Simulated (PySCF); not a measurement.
# Name the molecule from its bond curve

A diatomic of charge 0 contains Dy. Its sextet curve at PBE0 in a double-zeta basis (spin-free X2C with a Gaussian nucleus, PySCF), in eV from the separated fragments:

(R (Å), E (eV)): (2.129, -3.572), (2.228, -4.096), (2.327, -4.376), (2.402, -4.471), (2.476, -4.495), (2.550, -4.464), (2.649, -4.362), (2.773, -4.170), (2.922, -3.884), (3.120, -3.464)

The fit gives ωe = 308 cm⁻¹ and the rotational constant Bₑ = 0.09607 cm⁻¹.

Question: Which atom is the partner?

Answer: The minimum lies at 2.467 Å, so the reduced mass is 16.8576 u Å² cm⁻¹/(Bₑ·Re²) = 28.83 u. With Dy at 163.93 u the partner weighs about 35.0 u: Cl. The molecule is DyCl.

Spin–orbit coupling is left out. With d or f electrons several states lie close, and the lowest PBE0 determinant need not be the measured ground state.
